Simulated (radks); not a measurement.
Ce III, 56 electrons, occupied as [Xe] 4f2. Calculated with a radial shooting solver on a logarithmic mesh with Libxc functionals: Dirac Kohn-Sham, AM05, spin-unpolarised, spherical densities, finite nucleus; open shells are shared between the two j in proportion to 2j + 1; Fermi nuclear charge, rms radius 4.8771 fm.

Unscreened Slater integrals over Kohn-Sham orbitals (eV). Large and small components are both included.

\begin{tabular}{lr}
integral & value \\ \hline
F0(4f7/2,4f7/2) & 21.102 \\
F2(4f7/2,4f7/2) & 9.4783 \\
F4(4f7/2,4f7/2) & 5.8431 \\
F6(4f7/2,4f7/2) & 4.1750 \\
F0(4f7/2,4f5/2) & 21.237 \\
F2(4f7/2,4f5/2) & 9.5470 \\
F4(4f7/2,4f5/2) & 5.8869 \\
G2(4f7/2,4f5/2) & 9.5347 \\
G4(4f7/2,4f5/2) & 5.8798 \\
G6(4f7/2,4f5/2) & 4.2018 \\
F0(4f7/2,5p3/2) & 15.430 \\
F2(4f7/2,5p3/2) & 5.9475 \\
G2(4f7/2,5p3/2) & 3.7908 \\
G4(4f7/2,5p3/2) & 2.7880 \\
F0(4f7/2,5p1/2) & 15.972 \\
G4(4f7/2,5p1/2) & 3.0301 \\
F0(4f5/2,4f5/2) & 21.373 \\
F2(4f5/2,4f5/2) & 9.6174 \\
F4(4f5/2,4f5/2) & 5.9320 \\
F0(4f5/2,5p3/2) & 15.483 \\
F2(4f5/2,5p3/2) & 5.9299 \\
G2(4f5/2,5p3/2) & 3.7443 \\
G4(4f5/2,5p3/2) & 2.7598 \\
F0(4f5/2,5p1/2) & 16.030 \\
G2(4f5/2,5p1/2) & 4.1020 \\
F0(5p3/2,5p3/2) & 13.489 \\
F2(5p3/2,5p3/2) & 7.2793 \\
F0(5p3/2,5p1/2) & 13.792 \\
G2(5p3/2,5p1/2) & 7.3930 \\
F0(5p1/2,5p1/2) & 14.125 \\
\end{tabular}
